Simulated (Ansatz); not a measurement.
Consider the atomization: `C#[C][GeH][F]`• → 2 C• + F• + Ge• + 2 H•.

Isolated molecules relaxed with PBE0-D4/def2-TZVP in Ansatz; ΔE leaves out vibrations. CBS: MP2 limit from def2 TZ/QZ plus the TZ coupled-cluster correction, frozen cores. This one scheme is used for every species, atoms too. Functionals use def2-TZVPP. HSE06 is defined as in plane-wave codes. Open shells (•) are unrestricted, without spin–orbit coupling. Spin–orbit coupling would lower the free atoms: a little for C, F; clearly for Ge. Bonds to Ge are less sure, by a few kJ/mol each and by 10 to 20 or more in all where they break to atoms, as the def2 sets lack core-valence functions. Scalar relativity is left out up to krypton.

CCSD(T)/CBS gives +2258.7 kJ/mol.

Q: Another level gave +2253.8 kJ/mol. Which?
A. r2SCAN0/def2-TZVPP
B. r2SCANh-D4/def2-TZVPP
C. ωB97X-V/def2-TZVPP
D. HSE06-D4/def2-TZVPP

A: B. r2SCANh-D4 2253.8, HSE06-D4 2267.2, ωB97X-V 2259.1, r2SCAN0 2213.1 kJ/mol.

Largest T1 diagnostic among the species: 0.019.

In def2-TZVPP, CCSD(T) changes the Hartree–Fock value by +610.9 kJ/mol (the triples alone add +51.0 kJ/mol) and MP2 by +684.1 kJ/mol; breaking electron pairs costs correlation energy, which Hartree–Fock lacks. Leaving LDA and LC-ωPBE aside and taking each functional with its dispersion term where it has one, the values, not all of them listed here, spread over 184.3 kJ/mol, from BHLYP-D4 to PBE-D4. LDA lies +311.1 kJ/mol from PBE without D4, its usual overbinding.

For atomizations the MP2-based limit and the directly extrapolated one differ by several kJ/mol either way, and by 10 to 25 for some Ge, Se and Sn compounds, so smaller differences from it don't rank the levels.
